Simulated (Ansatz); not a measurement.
`CCC(CC(C)c1ccc(Cl)cc1)c1ccc(Cl)cc1` with charge -1. Total charge -1; doublet. Geometry r2SCAN-D4/def2-SVP; atoms count from 1.

```xyz
40

C    -3.159   -0.274   -2.640
C    -2.454   -0.797   -1.395
C    -1.001   -0.305   -1.254
C    -0.338   -0.983   -0.040
C     1.108   -0.548    0.253
C     2.055   -0.882   -0.905
C     1.574   -1.134    1.574
C     1.728   -0.299    2.689
C     2.118   -0.829    3.953
C     2.344   -2.201    4.046
Cl    2.831   -2.878    5.608
C     2.205   -3.066    2.960
C     1.810   -2.513    1.709
C    -0.923    1.207   -1.190
C    -0.329    1.932   -2.219
C    -0.259    3.351   -2.205
C    -0.817    4.010   -1.087
Cl   -0.752    5.777   -1.037
C    -1.412    3.326   -0.040
C    -1.474    1.907   -0.077
H    -2.619   -0.570   -3.556
H    -3.204    0.827   -2.629
H    -4.189   -0.661   -2.716
H    -3.017   -0.490   -0.494
H    -2.455   -1.904   -1.395
H    -0.462   -0.623   -2.168
H    -0.366   -2.081   -0.180
H    -0.944   -0.777    0.861
H     1.096    0.550    0.369
H     2.028   -1.958   -1.154
H     1.783   -0.317   -1.810
H     3.094   -0.625   -0.643
H     1.535    0.774    2.587
H     2.242   -0.189    4.829
H     2.393   -4.135    3.080
H     1.695   -3.177    0.847
H     0.093    1.388   -3.073
H     0.206    3.916   -3.014
H    -1.826    3.884    0.804
H    -1.936    1.365    0.753
```

Single mean-field runs in def2-TZVP are fitted with def2-universal-jkfit. The highest occupied level of the relaxed charge -1 doublet lies above zero (up to 1.50 eV). By energy differences it is unbound by 0.43 eV (each at its own geometry, against the charge 0 singlet, at PBE0-D4/def2-TZVP) and held by the finite basis.

(1) Estimate the Mulliken populations of the heavy atoms from the PBE0/def2-TZVP orbitals of Ansatz.

(2) Where does the spin sit?

(3) And the Mayer bond orders between heavy atoms (over 0.3)?

Answers

(1) 
```
atom  charge (e)  spin (α − β)
  C1       -0.38          0.00
  C2       -0.13          0.00
  C3       -0.04         -0.01
  C4       -0.27          0.00
  C5        0.01          0.00
  C6       -0.40          0.00
  C7        0.25         -0.04
  C8       -0.27          0.14
  C9       -0.25          0.13
 C10        0.22         -0.04
Cl11       -0.20          0.00
 C12       -0.26          0.14
 C13       -0.27          0.12
 C14        0.12          0.03
 C15       -0.15         -0.01
 C16       -0.32          0.28
 C17        0.22          0.01
Cl18       -0.22          0.00
 C19       -0.23          0.02
 C20       -0.32          0.30
```
Mulliken values depend strongly on the basis.

(2) Summed by element: C 1.09, Cl 0.00, H -0.09, of 1 unpaired in all. Largest on single atoms: C20 0.30, C16 0.28, C8 0.14.

(3) C1–C2 1.01 (1.52 Å); C2–C3 0.99 (1.54 Å); C3–C4 0.96 (1.54 Å); C3–C14 0.89 (1.51 Å); C4–C5 1.04 (1.54 Å); C5–C6 0.96 (1.53 Å); C5–C7 0.85 (1.52 Å); C7–C8 1.39 (1.40 Å); C7–C13 1.35 (1.40 Å); C8–C9 1.24 (1.43 Å); C9–C10 1.40 (1.39 Å); C10–Cl11 0.82 (1.77 Å); C10–C12 1.39 (1.39 Å); C12–C13 1.28 (1.42 Å); C14–C15 1.47 (1.39 Å); C14–C20 1.21 (1.43 Å); C15–C16 1.29 (1.42 Å); C16–C17 1.25 (1.41 Å); C17–Cl18 0.80 (1.77 Å); C17–C19 1.48 (1.38 Å); C19–C20 1.28 (1.42 Å).
